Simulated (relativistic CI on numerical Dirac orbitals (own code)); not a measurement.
# Crystal-field levels of Pt5+, 5d5

Calculated by Dirac-Coulomb-Breit CI, KLI orbitals optimised for each configuration, model QED (radiative potential, 1s self-energy scaled to tabulated hydrogen-like ionisation energies), valence Slater integrals scaled by 0.75, one configuration in a parametric crystal field (own radial code).

Field parameters in Wybourne normalisation: Oh B⁴₀ = 21Dq, B⁴₄ = √(5/14) B⁴₀. The field is a parameter set, without covalency.

S is read from ⟨S²⟩ = S(S + 1).

Levels (cm⁻¹, degeneracy): 0 (2), 10479 (4), 15349 (4), 18253 (2), 22223 (4), 24174 (2), 26376 (4), 27198 (2), 27700 (2), 28206 (4), 30073 (4), 30878 (2).

(1) Which field gives this pattern?
A. Oh, 10Dq = 41950 cm⁻¹
B. Oh, 10Dq = 10000 cm⁻¹
C. Oh, 10Dq = 25950 cm⁻¹
D. Oh, 10Dq = 33950 cm⁻¹

Results:

(1) C. Oh, 10Dq = 25950 cm⁻¹, ground level with S = 0.83.
